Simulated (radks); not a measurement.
Values are calculated unless marked as measured or tabulated.
How relativity changes the ionisation of the cadmium ion Cd+ ([Kr] 4d10 5s1) to Cd2+ ([Kr] 4d10). Spin-unpolarised spherical Kohn-Sham, PBE, point nucleus unless stated (finite: rms radius 4.6087 fm), a radial shooting solver on a logarithmic mesh with Libxc functionals. A level marked "c x" has the speed of light scaled by that factor.

| level | E(Cd+) (hartree) | E(Cd2+) (hartree) | IE (eV) | HOMO | <r> HOMO (bohr) |
|---|---|---|---|---|---|
| non-rel. | -5466.73070 | -5466.13290 | 16.267 | 5s | 2.760 |
| scalar-rel. | -5594.31308 | -5593.68372 | 17.126 | 5s | 2.650 |
| scalar-rel., finite nucleus | -5594.18681 | -5593.55746 | 17.125 | 5s | 2.650 |
| Dirac | -5595.69438 | -5595.06498 | 17.127 | 5s1/2 | 2.651 |
| Dirac, finite nucleus | -5595.56777 | -5594.93839 | 17.126 | 5s1/2 | 2.651 |
| Dirac, c x 0.75 | -5708.24091 | -5707.58213 | 17.926 | 5s1/2 | 2.560 |
| Dirac, c x 0.85 | -5649.76830 | -5649.12499 | 17.505 | 5s1/2 | 2.606 |
| Dirac, c x 5 | -5471.59570 | -5470.99675 | 16.298 | 5s1/2 | 2.756 |

NIST Atomic Spectra Database: 16.908 eV (measured). The relativistic part of the total energy of Cd+ is -128.8 hartree (Dirac, finite nucleus), 2.4 % of the non-relativistic value. Spin polarisation and multiplet splitting of open shells are left out at every level.

Beside tabulated values, note that relativity, absent from the non-relativistic runs, is large for the heavy elements, and spin-unpolarised runs miss the spin-polarisation part of the exchange energy of open shells.
